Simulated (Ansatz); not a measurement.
Basis-set extrapolation for ClH4OSi2 (`[SiH2]O[SiH2]Cl`) radical (PBE0-D4/def2-TZVP geometry, frozen core, Ansatz 0.2.0). Multiplicity 2, UHF reference.

```csv
,def2-TZVPP,def2-QZVPP
HF,-1114.737839,-1114.773474
MP2 correlation,-0.643036,-0.699581
CCSD(T) correlation,-0.716241,not run
```

Energies in hartree. Use E(X) = E(∞) + A·exp(−7.88·√X) for Hartree–Fock and E(X) = E(∞) + B·X^(−2.97) for correlation, with X = 3 and 4, and add CCSD(T) minus MP2 of the smaller set to the MP2 limit.

What is the CCSD(T) energy at the basis-set limit?

HF limit: -1114.773474 + (-0.035635) × 0.13774 = -1114.77838. MP2 limit: -0.699581 + (-0.056545) × 0.74074 = -0.74147. Higher-order term: -0.716241 − (-0.643036) = -0.07320. Total: -1115.59305 hartree, 364.9 kJ/mol below CCSD(T)/def2-TZVPP.
